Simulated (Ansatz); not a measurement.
Consider the isomerisation: `OBC=S` → `OB1CS1`.

Computed with Ansatz on PBE0-D4/def2-TZVP structures; ΔE is electronic, products minus reactants. CBS: MP2 limit from def2 TZ/QZ plus the TZ coupled-cluster correction, frozen cores. Functionals use def2-TZVPP. HSE06 is defined as in plane-wave codes. One conformer a species, not always the lowest.

(1) Is it downhill or uphill in electronic energy at CCSD(T)/CBS, and by how much? (Best estimate.)

(2) What do these levels give: revPBE-D4, r2SCAN0-D4, HSE06-D4, CAM-B3LYP-D4, HF/CBS(def2), MP2/CBS(def2)? (Estimate.)

(3) What do rigid-rotor, harmonic-oscillator terms from PBE0-D4/def2-TZVP frequencies (298.15 K, 1 bar) make of the CCSD(T)/CBS value? (Best estimate.)

Largest T1 diagnostic among the species: 0.016.

Results:

(1) Computed: Downhill: ΔE = -18.7 kcal/mol.

(2) Ansatz gave: revPBE-D4 -22.8, r2SCAN0-D4 -24.9, HSE06-D4 -24.5, CAM-B3LYP-D4 -19.2, HF/CBS(def2) -14.7, MP2/CBS(def2) -22.0 kcal/mol.

(3) Ansatz gave: ΔZPE = +1.4 kcal/mol, ΔH = -17.7 kcal/mol, ΔS = -20 J/(mol·K), ΔG = -16.3 kcal/mol. Modes under 50 cm⁻¹ make the entropy rough.

In def2-TZVPP, CCSD(T) changes the Hartree–Fock value by −3.2 kcal/mol (the triples alone add −0.1 kcal/mol) and MP2 by −6.5 kcal/mol. From BLYP to BHLYP (50 % exact exchange), in def2-TZVPP and without D4, ΔE moves by −2.0 kcal/mol. At CCSD(T), def2-SVP lies +1.3 kcal/mol from the extrapolated value and def2-TZVPP +0.6 kcal/mol.
